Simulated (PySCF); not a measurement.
## Spinor energies of Hf³⁺ (hafnium, charge +3)

Start: [Xe] 4f14 6p1; 6p3/2 filled at m_j = +3/2. Calculated with PySCF 2.14 in x2c-TZVPall-2c (11s11p10d2f, 108 functions): generalised Hartree-Fock with the X2C-1e Hamiltonian and a Gaussian nucleus; spin-orbit coupling (SO) screened by Boettger's factors. This is a chosen level, not necessarily the ground level.

| spinor shell | electrons | ε, screened SO (eV) | weight of nominal j (screened SO) | rms radius, screened SO (bohr) |
| --- | --- | --- | --- | --- |
| 1s1/2 | 2 | -65706.1 | 1.000 | 0.0215 |
| 2s1/2 | 2 | -11399.0 | 1.000 | 0.0869 |
| 2p1/2 | 2 | -10868.3 | 1.000 | 0.0740 |
| 2p3/2 | 4 | -9671.0 | 1.000 | 0.0812 |
| 3s1/2 | 2 | -2681.4 | 1.000 | 0.222 |
| 3p1/2 | 2 | -2446.3 | 1.000 | 0.214 |
| 3p3/2 | 4 | -2185.1 | 1.000 | 0.228 |
| 3d3/2 | 4 | -1791.6 | 1.000 | 0.202 |
| 3d5/2 | 6 | -1735.1 | 1.000 | 0.206 |
| 4s1/2 | 2 | -596.47 | 1.000 | 0.498 |
| 4p1/2 | 2 | -498.79 | 1.000 | 0.508 |
| 4p3/2 | 4 | -438.51 | 1.000 | 0.541 |
| 4d3/2 | 4 | -277.36 | 1.000 | 0.571 |
| 4d5/2 | 6 | -266.02 | 1.000 | 0.583 |
| 5s1/2 | 2 | -112.26 | 1.000 | 1.21 |
| 5p1/2 | 2 | -80.939 | 1.000 | 1.33 |
| 5p3/2 | 4 | -72.413 | 1.000 | 1.43 |
| 4f5/2 | 6 | -64.449 | 1.000 | 0.736 |
| 4f7/2 | 8 | -62.750 | 1.000 | 0.740 |
| 6p3/2 | 1 | -22.995 | 1.000 | 3.76 |

```csv
quantity,screened SO
E (hartree),-15080.94780
M_J,3/2
⟨J²⟩,3.750
⟨L²⟩,2.106
⟨S²⟩,0.856
```

Each row is a mean over spinors that exchange with the open shell spreads, by up to 0.458 eV (5p3/2).

Breit and QED terms are absent; they matter most for the inner s and p1/2 levels.

Densities and radii are taken from the X2C orbitals without a picture-change correction, which distorts them close to the nucleus.
